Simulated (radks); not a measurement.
Results of a calculation; reference values are marked as such.
Q: Yb27+, configuration [Kr] 4d7. Level of theory: scalar-relativistic Kohn-Sham, r2SCAN, spin-polarised, spherical densities, finite nucleus; open shells are filled with parallel spins first (spin-orbit coupling, left out, can overturn this in heavy ions); meta-GGA in the generalised Kohn-Sham scheme; Fermi nuclear charge, rms radius 5.3108 fm (a radial shooting solver on a logarithmic mesh with Libxc functionals). Some entries of the table are withheld. Estimate them.

| orbital | occ. | eigenvalue (hartree) | <1/r> (bohr^-1) | r(max) (bohr) |
|---|---|---|---|---|
| 1s up | 1 | -2287.365 | 80.61 | 0.01237 |
| 1s down | 1 | -2287.365 | 80.61 | 0.01237 |
| 2s up | 1 | -417.0941 | 18.81 | 0.07057 |
| 2s down | 1 | -416.9468 | 18.81 | 0.07056 |
| 2p up | 3 | -371.5463 | 17.25 | 0.05758 |
| 2p down | 3 | -371.4315 | 17.26 | 0.05757 |
| 3s up | 1 | -120.7603 | 6.995 | 0.1989 |
| 3s down | 1 | -120.7310 | 6.995 | 0.1989 |
| 3p up | 3 | -106.9641 | 6.510 | 0.1960 |
| 3p down | 3 | -106.9205 | 6.509 | 0.1961 |
| 3d up | 5 | -90.28933 | 6.153 | 0.1600 |
| 3d down | 5 | -90.18793 | 6.151 | 0.1602 |
| 4s up | 1 | -48.38041 | 3.174 | 0.4397 |
| 4s down | 1 | -48.05951 | 3.170 | 0.4397 |
| 4p up | 3 | -43.43880 | 2.965 | (1) |
| 4p down | 3 | -43.12220 | 2.960 | (2) |
| 4d up | 5 | -37.05066 | 2.749 | 0.4548 |
| 4d down | 2 | -36.73349 | 2.746 | 0.4549 |
| 5s up | 0 | (3) | 1.730 | 0.8308 |
| 5s down | 0 | (4) | 1.721 | 0.8340 |
| 5p up | 0 | -23.01621 | 1.623 | (5) |
| 5p down | 0 | -22.86469 | 1.613 | (6) |

A: 
(1) 4p up r(max) (bohr): 0.4543
(2) 4p down r(max) (bohr): 0.4544
(3) 5s up eigenvalue (hartree): -25.08635
(4) 5s down eigenvalue (hartree): -24.91930
(5) 5p up r(max) (bohr): 0.8724
(6) 5p down r(max) (bohr): 0.8769
